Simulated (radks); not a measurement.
Problem. Ni, configuration [Ar] 3d8 4s2. Calculated with a radial shooting solver on a logarithmic mesh with Libxc functionals: scalar-relativistic Kohn-Sham, PBEsol, spin-polarised, spherical densities, point nucleus; open shells are filled with parallel spins first. Some entries of the table are withheld. Estimate them.

orbital  occ.  eigenvalue (hartree)  <r^2> (bohr^2)
1s up       1             -301.4995        0.003940
1s down     1             -301.4993        0.003940
2s up       1             -36.06155         0.07097
2s down     1             -36.01958         0.07086
2p up       3             -31.03321         0.05702
2p down     3             -31.00145         0.05691
3s up       1              -4.10769          0.6328
3s down     1              -4.02538          0.6354
3p up       3              -2.65458          0.7149
3p down     3              -2.57393          0.7202
3d up       5              -0.35978             (1)
3d down     3              -0.28746             (2)
4s up       1                   (3)             (4)
4s down     1                   (5)             (6)

Solution. 
(1) 3d up <r^2> (bohr^2): 1.336
(2) 3d down <r^2> (bohr^2): 1.469
(3) 4s up eigenvalue (hartree): -0.21423
(4) 4s up <r^2> (bohr^2): 8.907
(5) 4s down eigenvalue (hartree): -0.20149
(6) 4s down <r^2> (bohr^2): 9.417
